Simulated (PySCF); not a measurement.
## Gas-phase XPS of `C[S][GeH2][C](=O)O`, computed

C2H6GeO2S.
Atom-mapped SMILES: `[CH3:1][S:2][GeH2:3][C:4](=[O:5])[OH:6]`

The calculation used delta-SCF UKS SCAN, pcX-2 on the ionised atom, pcseg-1 elsewhere, spin-free X2C in PySCF 2.14.0. Each binding energy is the total energy of the core-ionised species, with the hole localised on one atom, minus that of the ground state; both are solved self-consistently, so orbital relaxation is included.

Task: What binding energy does each computed site have?

Result: 
```tsv
atom(s)	environment	level	binding energy (eV)	above the level's lowest (eV)	count
S2	sulfur bonded to C and Ge	S 1s	2476.68	0.00	1
O6	acid hydroxyl oxygen	O 1s	540.19	+2.11	1
O5	acid carbonyl oxygen	O 1s	538.08	0.00	1
C4	carbonyl carbon	C 1s	294.41	+3.04	1
C1	S-methyl carbon	C 1s	291.37	0.00	1
```

Lowest listed C 1s: C1, bonded to S and 3 H. Highest, 3.04 eV above it: C4, bonded to O (double bond), O and Ge.

Lowest listed O 1s: O5, bonded to C (double bond). Highest, 2.11 eV above it: O6, bonded to C and H. Summing the Pauling electronegativity differences to the bonded atoms, each weighted by its formal bond order, gives -1.78 for the lowest site and -2.13 for the highest; the largest sum, -1.78, belongs to O5, 2.11 eV below the top. The smallest sum, -2.13, belongs to O6, 2.11 eV above the lowest.

Task: Which effective nuclear charge Zeff reproduces each element's mean 1s value in the hydrogen-like formula E = 13.606 eV × Zeff²?

Result: C (Z = 6): mean 292.9 eV, Zeff = 4.64, Z − Zeff = 1.36; O (Z = 8): mean 539.1 eV, Zeff = 6.29, Z − Zeff = 1.71; S (Z = 16): mean 2476.7 eV, Zeff = 13.49, Z − Zeff = 2.51. Means run over the listed sites, weighted by atom count.

Not every level is listed. Spin contamination (⟨S²⟩ against 0.75 for a pure doublet) is marked for C 1s of C4 (0.91), which makes this value less certain. No level of germanium is listed. The structure is a single PBE0-D3(BJ)/def2-SVP conformer in the gas phase; no vibrational or solvent corrections.

Shape of the structure used: `[CH3:1][S:2][GeH2:3][C:4](=[O:5])[OH:6]`: C1–S2–Ge3–C4 65°, S2–Ge3–C4–O5 153°, H–O6–C4–Ge3 -179°.
